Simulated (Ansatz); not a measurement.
Computed with Ansatz on PBE0-D4/def2-TZVP structures; ΔE is electronic, products minus reactants. CCSD(T)/CBS adds triple-zeta CCSD(T) − MP2 to the extrapolated MP2 energy (def2 sets, frozen cores). DFT in def2-TZVPP. def2 core potentials past Kr. For Te outer-core shells are correlated without core-valence functions, which leaves a few kJ/mol of doubt a bond. One conformer a species, not always the lowest.

Consider the redistribution: `C[Te][SiH2]O` + `CB(O)F` → `O[SiH2]B(O)F` + dimethyl telluride.

`C[Te][SiH2]O`:

```xyz
10

C     1.501    0.299    1.175
Te    1.089    1.275   -0.697
Si   -0.865   -0.145   -1.202
O    -2.047    0.106   -0.078
H     1.749   -0.745    0.997
H     0.634    0.391    1.824
H     2.353    0.813    1.616
H    -0.492   -1.588   -1.180
H    -1.303    0.232   -2.571
H    -2.619   -0.639    0.116
```

`CB(O)F`:

Z-matrix (Å, degrees):
```
C
B 1 1.558
H 1 1.094 2 110.3
H 1 1.090 2 112.6 3 121.6
H 1 1.094 2 110.2 3 -116.8
O 2 1.353 1 122.1 3 -121.7
F 2 1.343 1 119.9 3 58.3
H 6 0.962 2 112.8 1 -180.0
```

`O[SiH2]B(O)F`:

```xyz
9

O    -0.176   -0.572    2.070
Si   -0.817   -0.385    0.557
B     0.586    0.301   -0.748
O     0.383    0.280   -2.079
F     1.739    0.806   -0.280
H     0.471    0.075    2.352
H    -1.333   -1.717    0.153
H    -1.967    0.566    0.565
H     1.115    0.647   -2.589
```

`C[Te]C`:

Z-matrix (Å, degrees):
```
C
Te 1 2.136
H 1 1.089 2 107.3
H 1 1.088 2 109.8 3 119.0
H 1 1.088 2 109.8 3 -119.0
C 2 2.136 1 94.5 3 -180.0
H 6 1.088 2 109.8 1 61.0
H 6 1.089 2 107.3 1 180.0
H 6 1.088 2 109.8 1 -61.1
```

| level | ΔE (kJ/mol) |
| --- | --- |
| ωB97M-V | 135.5 |
| B2PLYP | 131.0 |

(1) What does CCSD(T)/CBS give? (Best estimate.)

Largest T1 diagnostic among the species: 0.013.

Results:

(1) Ansatz gave: +131.4 kJ/mol. The listed levels differ from it by 4.1, -0.4 kJ/mol.

From PBE to PBE0 (25 % exact exchange), in def2-TZVPP and without D4, ΔE moves by +6.6 kJ/mol.
